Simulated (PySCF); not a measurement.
# Spinor energies of I²⁺ (iodine, charge +2)

Start: [Kr] 4d10 5s2 5p3; 5p3/2 filled at m_j = -1/2, +1/2, +3/2. Calculated with PySCF 2.14 in x2c-TZVPall-2c with one added diffuse shell each of s, p, d, f type (9s10p6d3f, 90 functions): generalised Hartree-Fock with the X2C-1e Hamiltonian and a Gaussian nucleus; one run each with spin-orbit coupling (SO) switched off, then screened by Boettger's factors. This is a chosen level, not necessarily the ground level.

| spinor shell | electrons | ε, spin-free (eV) | ε, screened SO (eV) | weight of nominal j (screened SO) | rms radius, screened SO (bohr) |
| --- | --- | --- | --- | --- | --- |
| 1s1/2 | 2 | -33354.5 | -33350.7 | 1.000 | 0.0311 |
| 2s1/2 | 2 | -5270.3 | -5269.2 | 1.000 | 0.127 |
| 2p1/2 | 2 | -4725.3 | -4933.1 | 1.000 | 0.109 |
| 3s1/2 | 2 | -1122.6 | -1122.2 | 1.000 | 0.334 |
| 3p1/2 | 2 | -941.76 | -981.94 | 1.000 | 0.327 |
| 3p3/2 | 4 | -941.76 | -923.41 | 1.000 | 0.338 |
| 3d3/2 | 4 | -671.45 | -678.45 | 1.000 | 0.311 |
| 3d5/2 | 6 | -671.45 | -666.39 | 1.000 | 0.314 |
| 4s1/2 | 2 | -231.24 | -231.09 | 1.000 | 0.787 |
| 4p1/2 | 2 | -171.95 | -179.84 | 0.999 | 0.826 |
| 4p3/2 | 4 | -171.95 | -168.23 | 0.999 | 0.855 |
| 4d3/2 | 4 | -82.766 | -83.824 | 0.983 | 0.985 |
| 4d5/2 | 6 | -82.766 | -81.881 | 0.989 | 0.994 |
| 5s1/2 | 2 | -41.302 | -41.260 | 1.000 | 2.03 |
| 5p3/2 | 3 | -30.289 | -30.291 | 0.562 | 2.35 |

(1) Where does 2p3/2 lie, and what is the 2p spin-orbit splitting (screened SO)?

| quantity | spin-free | screened SO |
| --- | --- | --- |
| E (hartree) | -7110.65513 | -7112.79497 |
| M_J | 3/2 | 3/2 |
| ⟨J²⟩ | 3.751 | 3.757 |
| ⟨L²⟩ | 0.000 | 0.149 |
| ⟨S²⟩ | 3.751 | 3.601 |

Each row is a mean over spinors that exchange with the open shell spreads, by up to 7.722 eV (5s1/2).

Rows whose weight is well below 1 are mixtures of j = l ± 1/2: exchange outweighs spin-orbit coupling there, and the label is only the starting occupation.

Breit and QED terms are absent; they matter most for the inner s and p1/2 levels.

Densities and radii are taken from the X2C orbitals without a picture-change correction, which distorts them close to the nucleus.

Without spin-orbit coupling the j labels of p, d and f shells carry no meaning; the spin-free column gives the mean over the occupied spinors of each nl shell.

## Answers

(1) At -4631.6 eV, 301.45 eV above 2p1/2.
